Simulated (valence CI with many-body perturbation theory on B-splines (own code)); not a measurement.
The numbers below are computed, except where a source is named.
## Hyperfine factors and g values of Ta33+

Level of theory: valence CI with perturbative core correlation (CI+MBPT): four valence electrons over a frozen Dirac-Fock core [Kr], a basis of 7 s, 7 p, 8 d, 6 f, 4 g, 1 h functions for each j, with the one-electron correlation potential Σ1 (screened to all orders), the two-electron term Σ2, the three-electron term Σ3, Breit, model QED; selected single and double excitations, second order for the rest, scaled by the run's own slope (own B-spline code, finite nucleus).

The last digits are not significant, and no measured levels were compared; by estimate large intervals hold to a few tenths of a per cent, small ones and those within an open d or f shell to about a per cent. The list stops below the first excitations out of the core.

A/g_I is the dipole constant over the nuclear g factor μ/I (μ in nuclear magnetons, uniformly magnetised nucleus), B/Q the quadrupole constant per barn. Both hold the static response of the core; the bare values leave it out. Large factors of s and p1/2 electrons are usually good to 5 to 10 %; those of open d and f shells near neutrality can be off by tens of per cent, and small factors of p3/2, d and f electrons come from cancelling terms and can be off by a factor of two or in sign, in half-filled shells by more. B is blank for J = 1/2, where it vanishes, and for nearly pure S terms. Energies count from the lowest level. Levels with J = 0 are left out.

Levels are named by their leading jj configuration (3d3/2^4 stands for four electrons in 3d with j = 3/2), which in mixed levels can hold well under half, so a name can repeat and another be missing. Letters in brackets count levels of one name in rising energy.

| Level | E (cm⁻¹) | g | A/g_I (MHz) | A/g_I bare | B/Q (MHz/b) | B/Q bare |
| --- | --- | --- | --- | --- | --- | --- |
| (4d3/2^3 4d5/2) J=1 | 106410 | 1.497 | -2050 | -1080 | 4900 | 4690 |
| (4d3/2^3 4d5/2) J=4 | 145350 | 1.085 | 14300 | 14200 | 604 | 477 |
| (4d3/2^3 4d5/2) J=2 | 146020 | 1.266 | 8370 | 8750 | 11300 | 10900 |
| (4d3/2^3 4d5/2) J=3 | 157630 | 1.167 | 12300 | 12400 | 8340 | 8000 |
| (4d3/2^2 4d5/2^2) J=2 [a] | 247170 | 1.197 | 5350 | 5610 | 9590 | 9240 |
| (4d3/2^2 4d5/2^2) J=4 [a] | 250590 | 1.157 | 11400 | 11500 | -5950 | -5800 |
| (4d3/2^2 4d5/2^2) J=3 [a] | 254900 | 1.144 | 9850 | 9950 | 2070 | 1990 |
| (4d3/2^2 4d5/2^2) J=5 | 269850 | 1.083 | 13100 | 13100 | 12500 | 12000 |
| (4d3/2^2 4d5/2^2) J=1 | 279080 | 1.126 | 14700 | 14700 | 1340 | 1270 |
| (4d3/2^2 4d5/2^2) J=6 | 280680 | 1.080 | 13900 | 13900 | 15200 | 14600 |
| (4d3/2^2 4d5/2^2) J=3 [b] | 292970 | 1.096 | 14600 | 14600 | 4010 | 3860 |
| (4d3/2^2 4d5/2^2) J=4 [b] | 293800 | 1.032 | 15100 | 14900 | -4580 | -4370 |
| (4d3/2^2 4d5/2^2) J=2 [b] | 297230 | 1.093 | 13300 | 13300 | 5250 | 5040 |
| (4d3/2^2 4d5/2^2) J=2 [c] | 334400 | 1.000 | 18100 | 17900 | -1980 | -1930 |
| (4d3/2^2 4d5/2^2) J=4 [c] | 345330 | 1.212 | 9760 | 10000 | 23200 | 22400 |
| (4d3/2^2 4d5/2^2) J=2 [d] | 379530 | 1.177 | 12200 | 12400 | -5650 | -5390 |
| (4d3/2 4d5/2^3) J=4 [a] | 390240 | 1.134 | 9900 | 9980 | -11000 | -10600 |
| (4d3/2 4d5/2^3) J=3 [a] | 391220 | 1.171 | 7710 | 7890 | 1730 | 1700 |
| (4d3/2 4d5/2^3) J=1 [a] | 405890 | 0.934 | 14100 | 13700 | 5940 | 5690 |
| (4d3/2 4d5/2^3) J=5 | 409110 | 1.143 | 11300 | 11400 | -8600 | -8300 |
| (4d3/2 4d5/2^3) J=6 | 413380 | 1.079 | 13000 | 13000 | 17600 | 17000 |
| (4d3/2 4d5/2^3) J=2 [a] | 433190 | 1.056 | 14700 | 14600 | 11800 | 11300 |
| (4d3/2 4d5/2^3) J=3 [b] | 439160 | 1.090 | 12800 | 12800 | 4540 | 4430 |
| (4d3/2 4d5/2^3) J=1 [b] | 480010 | 1.431 | 2080 | 2870 | -9050 | -8690 |
| (4d3/2 4d5/2^3) J=3 [c] | 480110 | 1.061 | 14200 | 14100 | 19000 | 18300 |
| (4d3/2 4d5/2^3) J=4 [b] | 485880 | 1.045 | 14400 | 14200 | 17600 | 17000 |
| (4d3/2 4d5/2^3) J=2 [b] | 495280 | 1.116 | 12700 | 12700 | -22000 | -21100 |
| (4d5/2^4) J=4 | 551210 | 1.160 | 9450 | 9590 | -16600 | -15900 |
| (4d5/2^4) J=2 | 583850 | 1.067 | 10400 | 10400 | 8980 | 8640 |

Problem. Take the isotope of mass number 181, with I = 7/2, μ = 2.365 μN and Q = 3.17 b. What is the hyperfine structure of (4d3/2^3 4d5/2) J=3?

Solution. From the table A = 8290 MHz, B = 26400 MHz. Shifts from the centre of gravity in MHz: F = 1/2: -97800, F = 3/2: -90100, F = 5/2: -75900, F = 7/2: -53500, F = 9/2: -20200, F = 11/2: 27500, F = 13/2: 93600.
